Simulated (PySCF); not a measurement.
C5H7FO, SMILES C1[C@H](C)/C(O1)=C/F.

The structure is a stationary point at PBE-D3(BJ)/def2-SVP. The structure was generated by enumeration; whether it is a known compound was not checked.

The numbers are results of PBE-D3(BJ)/def2-SVP (PySCF), not measurements.

Frequencies are harmonic and unscaled.

```
mode  ν (cm⁻¹)  IR (km/mol)  moving atoms (share of kinetic energy)
----  --------  -----------  --------------------------------------
1           93          3.1                  O 40 %, C 30 %, H 26 %
2          143          0.8           C 45 %, F 26 %, H 20 %, O 9 %
3          176          0.2          C 34 %, F 33 %, H 23 %, O 11 %
4          232          0.1                                  H 82 %
5          294          0.2                  C 47 %, H 29 %, F 19 %
6          393          0.4                          C 61 %, H 30 %
7          496          5.1           C 49 %, F 27 %, H 16 %, O 8 %
8          584          1.8                  C 72 %, H 16 %, O 11 %
9          693         19.8                          H 72 %, C 26 %
10         711          5.0                          C 61 %, H 32 %
11         846         16.7                  C 58 %, H 23 %, O 18 %
12         877          7.5                  C 50 %, H 39 %, O 12 %
13         892          1.0                          H 82 %, C 16 %
14         985        119.5                   C 46 %, O 44 %, H 9 %
15        1016         17.6                  H 53 %, C 34 %, O 13 %
16        1092          2.9                          H 51 %, C 46 %
17        1101         10.4                          H 50 %, C 41 %
18        1126          8.9                          H 72 %, C 23 %
19        1142        163.1                  C 46 %, F 28 %, H 24 %
20        1157          5.7                          H 54 %, C 44 %
21        1214          6.4                          C 52 %, H 44 %
22        1255         14.8                          H 78 %, C 21 %
23        1306         22.3                          H 62 %, C 34 %
24        1338         19.0                          C 49 %, H 45 %
25        1347          3.6                          H 73 %, C 27 %
26        1414          6.4                                  H 96 %
27        1418          7.4                                  H 95 %
28        1443          0.3                          H 90 %, C 10 %
29        1756         41.6                                  C 96 %
30        2969         31.1                                  H 96 %
31        2972         45.5                                  H 96 %
32        2992          8.5                                  H 92 %
33        3039         28.5                          H 90 %, C 10 %
34        3061         15.6                           H 91 %, C 9 %
35        3068         14.6                           H 91 %, C 9 %
36        3139          7.8                           H 91 %, C 9 %
```
